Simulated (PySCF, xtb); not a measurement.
C3H6O, SMILES C=C(O)C.

GFN2-xTB run with xtb at its own geometry gives an orbital gap of 5.26 eV and a dipole moment of 0.74 D.

Geometry optimised at PBE0-D3(BJ)/def2-SVP. One conformer was computed; it need not be the lowest.

Task: What does PySCF with PBE0/def2-TZVP give? (The exact figures need the calculation; the answer reports its results.)

Result: gap 7.43 eV (levels -6.55 and 0.88 eV), dipole 0.50 D.
